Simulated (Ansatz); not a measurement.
Calculated with Ansatz (gas phase, PBE0-D4/def2-TZVP geometries, no zero-point term in ΔE). CBS: MP2 limit from def2 TZ/QZ plus the TZ coupled-cluster correction, frozen cores. This one scheme is used for every species. DFT in def2-TZVPP. Each species was taken in one conformer, which may not be the lowest.

Consider the formal exchange of groups at a C–C bond: `CC[SiH](F)[SiH3]` + SiH₄ → `F[SiH]([SiH3])C[SiH3]` + CH₄.

```json
{"level": "r2SCAN-D4", "ΔE (kcal/mol)": "-15.6", "difference from CCSD(T)/CBS": "-0.5"}
{"level": "PBE0-D4", "ΔE (kcal/mol)": "-15.1", "difference from CCSD(T)/CBS": "0.0"}
{"level": "B2PLYP", "ΔE (kcal/mol)": "-14.1", "difference from CCSD(T)/CBS": "1.0"}
{"level": "PBE", "ΔE (kcal/mol)": "-14.0", "difference from CCSD(T)/CBS": "1.1"}
{"level": "PBE0", "ΔE (kcal/mol)": "-14.2", "difference from CCSD(T)/CBS": "0.9"}
{"level": "HF/def2-TZVPP", "ΔE (kcal/mol)": "-12.2", "difference from CCSD(T)/CBS": "2.9"}
{"level": "CCSD(T)/def2-TZVPP", "ΔE (kcal/mol)": "-14.4", "difference from CCSD(T)/CBS": "0.7"}
{"level": "HF/CBS(def2)", "ΔE (kcal/mol)": "-12.3", "difference from CCSD(T)/CBS": "2.8"}
{"level": "MP2/CBS(def2)", "ΔE (kcal/mol)": "-16.0", "difference from CCSD(T)/CBS": "-0.9"}
{"level": "CCSD/CBS(def2)", "ΔE (kcal/mol)": "-14.7", "difference from CCSD(T)/CBS": "0.4"}
{"level": "CCSD(T)/CBS", "ΔE (kcal/mol)": "-15.1", "difference from CCSD(T)/CBS": "0"}
```

Largest T1 diagnostic among the species: 0.012.

In def2-TZVPP, CCSD(T) changes the Hartree–Fock value by −2.2 kcal/mol (the triples alone add −0.4 kcal/mol) and MP2 by −3.2 kcal/mol. The D4 term adds −1.5 kcal/mol with B3LYP and −0.8 kcal/mol with PBE0; it sums over pairs of atoms, weighted by their polarisabilities, and B3LYP, whose exchange is more repulsive, gets the larger term.

B3LYP here is the variant with VWN-RPA as its local correlation; programs differ in this.
